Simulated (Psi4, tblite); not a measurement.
Approach curve of the dimer N2 ··· H3ClSi (SMILES N#N and [SiH3]Cl). Monomers: optimised at B3LYP-D3(BJ) (def2-TZVP), held rigid. Orientation: a higher rigid-body minimum at GFN2-xTB. Only R, the distance of the centres of mass, is varied, so the lowest point isn't the relaxed dimer.

Geometry at R = 3.37 Å (first 2 atoms: monomer A):
```
7

N      0.5455     0.0000     0.0000
N     -0.5455     0.0000     0.0000
Si     1.7551     0.3240    -3.0769
Cl    -0.2191     0.8573    -3.3731
H      2.4193     0.2394    -4.3921
H      1.7891    -0.9855    -2.3971
H      2.3980     1.3559    -2.2402
```

- GFN2-xTB (tblite)
- SAPT0/jun-cc-pVDZ, frozen core (Psi4)

Interaction energies in kJ/mol:

| R / Å | GFN2-xTB |
|---|---|
| 2.78 | 2.89 |
| 2.95 | -2.35 |
| 3.21 | -5.16 |
| 3.37 | -5.45 |
| 3.56 | -5.14 |
| 3.78 | -4.41 |
| 4.06 | -3.43 |
| 4.35 | -2.58 |
| 4.90 | -1.46 |
| 5.57 | -0.72 |
| 6.58 | -0.26 |
| 7.84 | -0.08 |

### Question
Predict the corresponding SAPT0/jun-cc-pVDZ column.

### Answer
2.78: 36.01; 2.95: 19.05; 3.21: 5.91; 3.37: 2.12; 3.56: -0.17; 3.78: -1.23; 4.06: -1.47; 4.35: -1.28; 4.90: -0.78; 5.57: -0.40; 6.58: -0.16; 7.84: -0.07 (kJ/mol).
